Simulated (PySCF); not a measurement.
A survey of ¹⁹F NMR shifts

PySCF 2.14 calculation with geometry from GFN2-xTB and GIAO PBE0/pcSseg-1 shieldings; isolated molecule, relativity neglected, one computed conformer, fast rotation and ring inversion assumed for equivalent nuclei.

Shieldings were converted by a linear fit to measured shifts: ¹⁹F (scatter 6.0 ppm rms, 7.0 ppm with the 5 outliers that the fit left out vs CFCl3, solution or neat liquid, with a term for F on sp3 carbon). Occasional misses reach two or three times the rms, and more in compound classes unlike the fitted ones.

Problem. Give the ¹⁹F shifts of `C=C[P@](=O)(C1CC1)C(F)(F)F`, `C=C[P@](=O)(CC)C(F)=C(F)F`, `CC(=S)CF`.

Solution. 
| compound | environment | δ (ppm) |
| --- | --- | --- |
| C=C[P@](=O)(C1CC1)C(F)(F)F | fluorine of a CF3 group (×3) | -75.6 |
| [CH2:1]=[CH:2][P@:3](=[O:4])([CH2:5][CH3:6])[C:7]([F:8])=[C:9]([F:10])[F:11] | F10: vinylic fluorine | -83.0 |
| [CH2:1]=[CH:2][P@:3](=[O:4])([CH2:5][CH3:6])[C:7]([F:8])=[C:9]([F:10])[F:11] | F11: vinylic fluorine | -102.5 |
| [CH2:1]=[CH:2][P@:3](=[O:4])([CH2:5][CH3:6])[C:7]([F:8])=[C:9]([F:10])[F:11] | F8: vinylic fluorine | -198.3 |
| CC(=S)CF | fluorine on an sp3 carbon | -199.6 |

Problem. Order these by ¹⁹F shift, lowest first.
A. O=C(F)c1occc1Cl
B. CO[C@@H]1[C@H](Cl)CC[C@@H]1F
C. F[C@@H]1C[C@@H](Cl)CCCO1
D. C=CC[P@](=O)(C=C)C(F)(F)F

Solution. B (-201.2 ppm, fluorine on an sp3 carbon), C (-136.2 ppm, fluorine on an sp3 carbon), D (-67.7 ppm, fluorine of a CF3 group), A (17.0 ppm, fluorine bonded to C).
